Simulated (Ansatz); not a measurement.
Ansatz (a program for electronic structure) input:

Ansatz 0.2 input:
```yaml
crystal:
  periodic: [false, false, false]
  atoms:
    - {symbol: B, position_ang: [-0.01744833, 0.01357282, 0.00081580]}
    - {symbol: F, position_ang: [0.32283310, 1.30600505, 0.06635391]}
    - {symbol: O, position_ang: [-1.33694995, -0.29348533, -0.00724029]}
    - {symbol: O, position_ang: [0.94257609, -0.95327315, -0.05558063]}
    - {symbol: H, position_ang: [-1.50394033, -1.23992490, -0.05573206]}
    - {symbol: H, position_ang: [1.84067489, -0.60791677, -0.04296477]}
basis:
  gaussian:
    orbitals: aug-cc-pVDZ
magnetization: {spin_polarized: false}
correlation: {method: ccsd_t, electrons: outside_noble_gas}
output: {forces: true}
```

Problem. Predict the final energy.

Solution. -275.94574 Eh (CCSD(T)/aug-cc-pVDZ). The basis has 110 functions. The run takes very roughly 80 core-seconds.
